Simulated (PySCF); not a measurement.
Be₂F₂, SMILES [F][Be][Be][F]. Heavy atoms are numbered as in [F:1][Be:2][Be:3][F:4].

Geometry optimised at PBE0-D3(BJ)/def2-TZVP. Other conformers were not sampled.

Computed with PBE0/pcSseg-2 run with PySCF.

GIAO shieldings, no solvent; atoms alike by connectivity are averaged. δ = σ(ref) − σ: ¹⁹F against CFCl3 (σ = 165.8 ppm), references at their B3LYP-D3(BJ)/def2-TZVP geometries, non-relativistic.

```csv
nucleus,atoms,count,δ (ppm)
¹⁹F,F1,2,-114.8
```
